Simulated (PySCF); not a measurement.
SiH₃Cl, SMILES [SiH3]Cl. Atoms are numbered in the order given.

```xyz
5

Si     0.0000     0.0000    -0.9919
Cl     0.0000     0.0000     1.0744
H      1.2122     0.6999    -1.4596
H     -1.2122     0.6999    -1.4596
H      0.0000    -1.3997    -1.4596
```
Charge 0, spin multiplicity 1.

Geometry optimised at B3LYP-D3(BJ)/def2-TZVP. The isomer is the one that the SMILES or the coordinates give; other isomers of the formula were not compared.

The numbers are results of B3LYP/pcJ-1 in PySCF, not measurements.

Isotropic couplings with Fermi-contact, spin-dipole and both spin-orbit terms, one fixed conformer, no vibrational averaging. Isotopes: 1H, 29Si.

| pair | bonds apart | J (Hz) |
|---|---|---|
| Si1–H3 | 1 | ___ |
| Si1–H4 | 1 | ___ |
| Si1–H5 | 1 | ___ |
| H3–H4 | 2 | 13.5 |
| H3–H5 | 2 | 13.5 |
| H4–H5 | 2 | 13.5 |

Fill in the missing entries. (The exact figures need the calculation; the answer reports its results.)


- Si1–H3, J (Hz): -248.5
- Si1–H4, J (Hz): -248.5
- Si1–H5, J (Hz): -248.5
